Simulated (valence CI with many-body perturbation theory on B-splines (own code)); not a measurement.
## Forbidden lines of Se¹⁹⁺

Calculated by configuration interaction combined with many-body perturbation theory (CI+MBPT): five valence electrons over a frozen Dirac-Fock core [Ne], a basis of 9 s, 9 p, 8 d, 6 f, 3 g, 1 h functions for each j, with the one-electron correlation potential Σ1, the two-electron term Σ2, the three-electron term Σ3, Breit, model QED; selected CI, second order for the rest (own B-spline code, finite nucleus).

No measured spectrum was set against this ion. As an estimate, levels of excited configurations hold to 0.05 to 0.15 % of their energy, terms of the ground configuration to about 0.5 %. Among the levels kept, up to 450 cm⁻¹ of a level comes from second order outside the variational space, and about a tenth of that is noise between levels of different J, which matters for small intervals.

Lines 1 to 17 of 17 in falling wavelength, among levels below 1087300 cm⁻¹, chosen from the decays that carry over 1 % of a level's rate. Wavelengths and rates use the calculated energies, so an error of 300 cm⁻¹ moves a line at 2347 Å by 0.7 % and its rate by three times that or more. Electric multipoles are in the length gauge, E1 and E2 with the static RPA response of the core. S is in atomic units (e²a₀⁴ for E2 and M2, e²a₀⁶ for E3), for M1 in squared Bohr magnetons. Weak lines are less certain than strong ones. Lines between different terms over intervals too small for the method are left out, as are lines whose strength nearly cancels.

Names give the largest LS component (configuration and term), which can be under half, so a name can repeat, a term be missing and a line seem to break the LS rules; names also repeat where a configuration has a term twice. Letters in brackets count levels of one name in rising energy.

```
λ vac (Å)            Upper                Lower  Type   A (s⁻¹)  S (a.u.)
     4315   3s²3p³ ²D°_5/2       3s²3p³ ²D°_3/2    M1  9.41e+01  1.68e+00
     4118  3s²3p²3d ⁴F_9/2      3s²3p²3d ⁴F_7/2    M1  3.17e+02  8.21e+00
     2347  3s²3p²3d ²G_9/2      3s²3p²3d ⁴D_7/2    M1  3.23e+02  1.55e+00
     2245   3s²3p³ ²P°_3/2       3s²3p³ ²P°_1/2    M1  5.51e+02  9.24e-01
     1535   3s²3p³ ²D°_3/2       3s²3p³ ⁴S°_3/2    M1  3.28e+03  1.76e+00
     1524   3s²3p³ ²P°_1/2       3s²3p³ ²D°_3/2    M1  7.26e+02  1.90e-01
     1150   3s²3p³ ²P°_3/2       3s²3p³ ²D°_5/2    M1  2.63e+03  5.92e-01
     1132   3s²3p³ ²D°_5/2       3s²3p³ ⁴S°_3/2    M1  4.22e+02  1.36e-01
     1093  3s²3p²3d ²G_9/2      3s²3p²3d ⁴F_9/2    M1  3.23e+03  1.56e+00
    972.1  3s²3p²3d ²G_9/2  3s²3p²3d ²F_7/2 [a]    M1  2.06e+02  7.00e-02
    907.8   3s²3p³ ²P°_3/2       3s²3p³ ²D°_3/2    M1  1.12e+04  1.24e+00
    863.5  3s²3p²3d ²G_9/2      3s²3p²3d ⁴F_7/2    M1  2.72e+03  6.48e-01
    764.7   3s²3p³ ²P°_1/2       3s²3p³ ⁴S°_3/2    M1  6.68e+03  2.21e-01
    570.4   3s²3p³ ²P°_3/2       3s²3p³ ⁴S°_3/2    M1  3.82e+03  1.05e-01
    368.2  3s²3p²3d ⁴F_9/2         3s3p⁴ ⁴P_5/2    E2  1.10e+02  6.66e-03
    275.4  3s²3p²3d ²G_9/2         3s3p⁴ ⁴P_5/2    E2  1.24e+02  1.76e-03
    155.9  3s²3p²3d ⁴F_9/2       3s²3p³ ²D°_5/2    M2  1.94e+02  1.59e-04
```
